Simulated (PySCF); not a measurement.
## Pr+: ionisation energy

Pr+ [Xe] 4f3 6s1 (high-spin determinant) → Pr(2+) [Xe] 4f3 (high-spin determinant), as a difference of total energies. All numbers are calculated (PySCF 2.14, scalar relativity by spin-free X2C-1e, in cc-pVDZ-X2C (8s7p5d3f1g, 84 functions)). Correlated levels: valence: [Kr] 4d10 frozen. The calculations carry no spin-orbit coupling.

```json
{"method": "UHF", "ionisation energy (eV)": "9.879"}
{"method": "MP2 (valence)", "ionisation energy (eV)": "10.487"}
{"method": "SCS-MP2 (valence)", "ionisation energy (eV)": "10.333"}
{"method": "CCSD (valence)", "ionisation energy (eV)": "10.421"}
{"method": "CCSD(T) (valence)", "ionisation energy (eV)": "10.479"}
```

Q: How much does correlation contribute at CCSD(T) (valence)?

A: 10.479 − (9.879) = 0.600 eV, measured against UHF.

Errors of the correlated levels include the incompleteness of this basis and the frozen core.

The determinant of Pr+ and of Pr(2+) mixes LS terms, which raises its energy above the lowest term, most at the Hartree-Fock and MP2 levels.

For comparison: 10.631 ± 0.02 eV (semi-empirical (NIST evaluation); NIST Atomic Spectra Database, ionization energies).
